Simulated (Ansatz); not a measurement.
This geometry of BCl3 + H2 (6 atoms, charge 0, multiplicity 1) is a first-order saddle point.

Theory: RKS PBE-D4/def2-SVP (Ansatz).

```xyz
6
Properties=species:S:1:pos:R:3
B 0.017 -0.327 0.010
Cl 0.010 0.132 2.091
Cl 1.556 0.181 -0.706
Cl -1.538 0.127 -0.705
H 0.040 -1.615 0.256
H 0.033 -1.168 1.241
```

Which two structures does it join? (They come from a converged band through this point; their orientation in space is the band's.)

Bonds broken: B1–Cl2, H5–H6. Bonds formed: B1–H5, Cl2–H6. BCl3 + H2 becomes BCl2H + ClH.

First end point:

```xyz
6
Properties=species:S:1:pos:R:3
B -0.011 0.570 0.053
Cl -0.017 0.927 1.770
Cl 1.510 0.425 -0.805
Cl -1.525 0.367 -0.805
H 0.106 -2.640 0.638
H 0.054 -2.320 1.335
```

Last end point:

```xyz
6
Properties=species:S:1:pos:R:3
B 0.022 -0.426 -0.627
Cl 0.004 -0.068 2.582
Cl 1.522 0.418 -0.944
Cl -1.519 0.338 -0.952
H 0.051 -1.580 -0.267
H 0.039 -1.352 2.395
```

How far does it lie above each of them?

1.29 eV above the first and 0.63 eV above the second. This is the barrier of this one path; another mechanism may lie lower. The orbitals stay closed-shell, which can raise the energy where a bond breaks towards radicals; this wasn't checked here.

The run took 6.1 min on 1 thread of Arm Neoverse V1, with other jobs on the host, peak memory 0.14 GiB.
